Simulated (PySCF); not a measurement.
H9NSSi3.
Cartesian coordinates in Å at the PBE0-D3(BJ)/def2-SVP level; atoms count from 1:
```xyz
14
H9NSSi3 angstrom
Si    -2.9696    0.4803    0.2839
N     -1.3393   -0.0649    0.5877
Si    -0.0140   -0.2133   -0.5112
S      1.5617    1.1754   -0.0043
Si     3.2306   -0.1761   -0.0567
H     -3.2966    1.7089    1.0717
H     -3.9758   -0.5660    0.6461
H     -3.0699    0.7795   -1.1732
H     -1.1110   -0.2545    1.5616
H     -0.5458    0.0782   -1.8701
H      0.6074   -1.5741   -0.4742
H      4.4351    0.6502    0.2394
H      3.0909   -1.2515    0.9704
H      3.3833   -0.8172   -1.3970
```

Linear response at PBE0/def2-SVPD (PySCF, frozen core in the response, non-relativistic).

Static isotropic polarisability: 112.98 au (16.74 Å³), principal values 93.3, 99.9, 145.8 au.

Q: What is the polarisability at 1064 nm and at the sodium D line?

A: 114.22 au at 1064 nm (+1.1 %), 117.16 au at 589.3 nm (+3.7 %). The rise at 589.3 nm is 3.37 times that at 1064 nm; a pure ω² law gives 3.26. The lowest singlet lies at 212 nm, shorter than both wavelengths.

Q: What is the isotropic C6 coefficient between two such molecules, C6 = (3/π)∫α(iω)² dω?

A: 4291 au (Eh·bohr⁶) by a ten-point quadrature over imaginary frequencies, which is 2560 eV·Å⁶ or 247 J·nm⁶/mol.

Q: Which effective excitation energy ω̄ makes London's formula C6 = (3/4)α²ω̄ exact here?

A: ω̄ = 4·C6/(3α²) = 0.448 Eh = 12.2 eV. A one-pole form α(ω) = α/(1 − ω²/ω̄²) fitted to the 1064 nm value gives 11.2 eV. London's choice of the ionisation energy (9.06 eV, ΔSCF at the same level) gives C6 = 3190 au, 26 % too low.

Q: The lowest 10 singlets have (eV, f): 5.84, 0.024; 6.11, 0.015; 6.30, 0.009; 6.41, 0.010; 6.80, 0.005; 6.81, 0.046; 6.99, 0.077; 7.06, 0.000; 7.18, 0.008; 7.35, 0.038. What share of the static polarisability do they carry in the sum over states α = Σ f/ω²?

A: 3.78 au, 3.3 % of α; the largest term, 1.17 au, is that of the state at 6.99 eV. Their oscillator strengths add up to 0.23. Higher states carry the rest.

Q: What n − 1 at the D line would an ideal gas of it have at 273.15 K and 1 atm (2.6868 × 10¹⁹ cm⁻³), by n − 1 = 2π·N·α′?

A: 29.31 × 10⁻⁴, a formal value whether or not that pressure can be reached.

Q: What molar refraction at the D line follows from R = (4π/3)·N_A·α′, with α′ the polarisability volume?

A: α′ = 17.36 Å³ gives R = 43.80 cm³/mol, for isolated, non-vibrating species.

Q: What three-body coefficient follows from the one-pole estimate C9 = (3/4)·α·C6?

A: 364000 au. This is an estimate from the two numbers above, not a computed integral.

One conformer stands for the species.
